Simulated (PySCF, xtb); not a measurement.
Si(F)2(GeH3)(OH) (F2GeH4OSi), SMILES F[Si](O)(F)[GeH3].

GFN2-xTB run with xtb at its own geometry gives an orbital gap of 6.41 eV and a dipole moment of 1.68 D.

The structure is a stationary point at ωB97X-D3(BJ)/def2-SVP. This is a generated structure with no PubChem entry under its InChIKey; it may be hypothetical. One conformer was computed; it need not be the lowest.

Question: What does PBE/def2-TZVP (PySCF) give? (Estimate from the structure and the level; the computed values follow.)

Answer: gap 7.01 eV (levels -7.80 and -0.79 eV), dipole 1.04 D.
